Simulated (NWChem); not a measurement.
System: CH₄ClFOSi; SMILES CO[Si@H](F)Cl

The following NWChem deck was run.

```
start job
memory heap 200 mb stack 900 mb global 1100 mb
geometry units angstroms noautosym nocenter noautoz
  C     -0.920610     2.049191    -0.478866
  O     -0.125747     1.444516     0.533164
  Si     0.522467    -0.069828     0.492694
  F      1.724026    -0.164811    -0.604748
  Cl    -0.904952    -1.449366    -0.091225
  H     -1.710505     1.357606    -0.844961
  H     -0.297688     2.365709    -1.343223
  H     -1.407038     2.946370    -0.047735
  H      1.061196    -0.369030     1.840249
end
basis spherical
  C library def2-tzvp
  O library def2-tzvp
  Si library def2-tzvp
  F library def2-tzvp
  Cl library def2-tzvp
  H library def2-tzvp
end
dft
  xc pbe0
  iterations 150
  semidirect filesize 400000000
end
property
  efieldgrad
end
task dft property
```

Coordinates come from a PBE-D3(BJ)/def2-SVP optimisation.

Vzz is the largest principal value of the second derivative of the potential at the nucleus (NWChem prints the opposite sign); η is the asymmetry. Non-relativistic.

Atoms are numbered as in the input.

Task: What results follow from this input? (PBE0/def2-TZVP.) Quantities: Vzz O2 (a.u.); η O2; Vzz Cl5 (a.u.); η Cl5.

Result: 
```
Property        Result
--------------  ------
Vzz O2 (a.u.)    1.584
η O2              0.41
Vzz Cl5 (a.u.)   2.077
η Cl5             0.04
```
